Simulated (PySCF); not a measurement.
A structure optimised at PBE0-D3(BJ)/def2-SVP, used in a PySCF frequency run:

```xyz
9

Si    -0.8620    -0.2060     0.1553
O     -1.3439     1.2912    -0.4134
Si     1.4721    -0.4541     0.0194
H     -1.2860    -0.4299     1.5768
H     -1.5452    -1.2116    -0.7057
H     -0.9392     2.0570     0.0040
H      2.1459     0.6254     0.8103
H      1.9376    -0.3506    -1.3982
H      1.8963    -1.7781     0.5740
```
Charge 0, spin multiplicity 1.

### Question
Write its SMILES and formula.

### Answer
O[SiH2][SiH3], H6OSi2

### Question
What are its rotational constants (standard atomic weights)?

### Answer
15.065, 3.3015, 2.9067 GHz
